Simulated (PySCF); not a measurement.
C3H3F2GeN.
Atom-mapped SMILES: `[N:1]#[C:2]/[C:3]([F:4])=[CH:5]/[GeH2:6][F:7]` (hydrogens: H8 on C5; H9, H10 on Ge6)

Method: PySCF, PBE0-D3(BJ)/def2-SVP geometry optimisation, gas phase; density fitting, grid level 1; the optimiser is geomeTRIC in internal coordinates, started from a GFN2-xTB structure with every atom displaced at random (about 0.01 Å).

Step 0: E = -66568.4951 eV
```
atom  x, y, z in Å  |  force x, y, z in eV/Å
N1      3.6157   -0.3910    0.0901   -1.688   0.289   0.263
C2      2.4678   -0.2156    0.2533    1.801  -0.284  -0.278
C3      1.0554   -0.0395    0.4154    0.563   0.226   0.946
F4      0.7221    0.4248    1.6301    0.160  -0.137  -0.355
C5      0.1495   -0.3102   -0.5056   -1.270   0.114   0.338
Ge6    -1.7371    0.0660   -0.1071    0.767   0.537  -0.289
F7     -1.9686    1.6434   -0.7939   -0.041   0.386  -0.165
H8      0.4846   -0.6650   -1.4642    0.129  -0.230  -0.542
H9     -2.6705   -0.7873   -0.8880   -0.460  -0.724  -0.386
H10    -2.0686    0.2535    1.3488    0.039  -0.177   0.469
```

**Question.** Estimate the geometry and energy of step 1. (The exact step hangs on the optimiser's Hessian estimate; all steps are aligned on step 0, rigid shifts and turns removed.)

**Answer.** E = -66568.5815 eV, largest force 0.453 eV/Å
```
atom  x, y, z in Å  |  force x, y, z in eV/Å
N1      3.5644   -0.4377   -0.0865    0.030   0.013   0.150
C2      2.4724   -0.2390    0.2458    0.038   0.013  -0.114
C3      1.0783   -0.0219    0.5115   -0.038  -0.047   0.025
F4      0.8095    0.4411    1.7269    0.044  -0.032  -0.075
C5      0.1358   -0.2683   -0.4023   -0.134   0.017   0.011
Ge6    -1.7539    0.0905   -0.1431    0.088   0.421  -0.142
F7     -1.9949    1.6725   -0.8584    0.005  -0.174   0.075
H8      0.4901   -0.6342   -1.3696   -0.030  -0.020   0.003
H9     -2.6181   -0.8576   -0.9741    0.008  -0.107   0.021
H10    -2.1332    0.2336    1.3287   -0.010  -0.084   0.047
```

The energy changes by -0.0864 eV. The first-order estimate −F·Δx gives -0.2133 eV and the mean of the old and new forces, exact on a quadratic surface, -0.0984 eV. The step makes an angle of 80° with the force vector and moves no atom by more than 0.190 Å.

What follows is the cost of the whole optimisation. Time: 56 s wall; peak memory 0.54 GiB. Hardware: an Arm Neoverse V1 with one thread, shared host with 32 logical CPUs at a one-minute load of 13.
